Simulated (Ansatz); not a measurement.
`[SiH3]C[Te][SiH3]` → C• + 8 H• + 2 Si• + Te•  (atomization)

Calculated with Ansatz (gas phase, PBE0-D4/def2-TZVP geometries, no zero-point term in ΔE). CCSD(T)/CBS is the MP2 limit (def2-TZVPP, def2-QZVPP) plus CCSD(T) − MP2 in def2-TZVPP, frozen cores. This one scheme is used for every species, atoms too. For atomizations the MP2-based limit and the directly extrapolated one differ by several kJ/mol either way, and by 10 to 25 for some Ge, Se and Sn compounds, so smaller differences from it don't rank the levels. DFT in def2-TZVPP. Open shells (•) are unrestricted, without spin–orbit coupling. Spin–orbit coupling would lower the free atoms: a little for C, Si; strongly for Te. Elements past krypton have def2 core potentials. Bonds to Te are less sure, by a few kJ/mol each and by 10 to 20 or more in all where they break to atoms, as the def2 sets lack core-valence functions. One conformer a species, not always the lowest.

**Question.** What is ΔE at CCSD(T)/CBS? (Best estimate.)

**Answer.** Ansatz gave: +3678.8 kJ/mol.

**Question.** What do these levels give: LDA (SPW92), CAM-B3LYP-D4, B2PLYP, BLYP, CAM-B3LYP, LC-ωPBE, MP2/def2-SVP, CCSD/def2-SVP, CCSD(T)/def2-TZVPP, MP2/def2-QZVPP, SCS-MP2/def2-QZVPP, MP2/CBS(def2)? (Best estimate.)

**Answer.** Computed: LDA (SPW92) 4066.1, CAM-B3LYP-D4 3654.0, B2PLYP 3597.1, BLYP 3546.6, CAM-B3LYP 3624.1, LC-ωPBE 3587.7, MP2/def2-SVP 3384.9, CCSD/def2-SVP 3379.6, CCSD(T)/def2-TZVPP 3572.2, MP2/def2-QZVPP 3622.7, SCS-MP2/def2-QZVPP 3656.2, MP2/CBS(def2) 3666.1 kJ/mol.

Largest T1 diagnostic among the species: 0.012.

Leaving LDA and LC-ωPBE aside and taking each functional with its dispersion term where it has one, the values, not all of them listed here, spread over 90.9 kJ/mol, from revPBE-D4 to ωB97X-V. LDA lies +456.6 kJ/mol from PBE without D4, its usual overbinding. In def2-TZVPP, CCSD(T) changes the Hartree–Fock value by +843.9 kJ/mol (the triples alone add +43.3 kJ/mol) and MP2 by +831.2 kJ/mol; breaking electron pairs costs correlation energy, which Hartree–Fock lacks.
